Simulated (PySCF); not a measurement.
CH7OPSi, SMILES CO[SiH2]P. Coordinates come from a B3LYP-D3(BJ)/def2-SVP optimisation. One conformer was computed; it need not be the lowest.

Computed equilibrium geometry at B3LYP-D3(BJ)/def2-SVP (PySCF confirms it by a frequency run) as bond lengths and angles (one conformer of several):
Atoms: Si1 P2 O3 C4 H5 H6 H7 H8 H9 H10 H11. Bond lengths (Å): Si1–P2 2.281, Si1–O3 1.666, Si1–H5 1.485, Si1–H6 1.497, P2–H7 1.431, P2–H8 1.429, O3–C4 1.410, C4–H9 1.106, C4–H10 1.101, C4–H11 1.106. Bond angles (°): P2–Si1–O3 109.9, P2–Si1–H5 113.8, P2–Si1–H6 106.3, O3–Si1–H5 105.7, O3–Si1–H6 111.2, H5–Si1–H6 110.0, Si1–P2–H7 92.4, Si1–P2–H8 94.3, H7–P2–H8 94.0, Si1–O3–C4 124.4, O3–C4–H9 111.8, O3–C4–H10 108.6, O3–C4–H11 112.0, H9–C4–H10 108.1, H9–C4–H11 108.0, H10–C4–H11 108.2.
